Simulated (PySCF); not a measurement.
H₂Se₂Te, SMILES [Te]([SeH])[SeH]. Atoms are numbered in the order given.

```xyz
5

Te     0.0000     0.0000    -0.9071
Se    -2.0163     0.0440     0.6693
H     -2.1222    -1.4229     0.8288
Se     2.0163    -0.0440     0.6693
H      2.1222     1.4229     0.8288
```

Coordinates come from a B3LYP-D3(BJ)/def2-SVP optimisation. The structure was generated by enumeration, and PubChem lists no compound with its InChIKey, so it may never have been made. The def2 effective core potentials stand for the cores of Te; spin–orbit coupling is left out. The values are those of a single conformer.

Computed with B3LYP-D3(BJ)/def2-SVP in PySCF.

Frequencies are harmonic and unscaled.

Computed normal modes with their intensities:
```
mode  ν (cm⁻¹)  IR (km/mol)  moving atoms (share of kinetic energy)
----  --------  -----------  --------------------------------------
1           78          0.1                        Se 77 %, Te 22 %
2          225         14.2                        Se 56 %, Te 43 %
3          233          0.6                        Se 66 %, Te 34 %
4          263          8.3                                  H 98 %
5          273          4.9                                  H 97 %
6          670          9.1                                  H 98 %
7          681          2.1                                  H 99 %
8         2384         24.4                                  H 99 %
9         2384          1.0                                  H 99 %
```
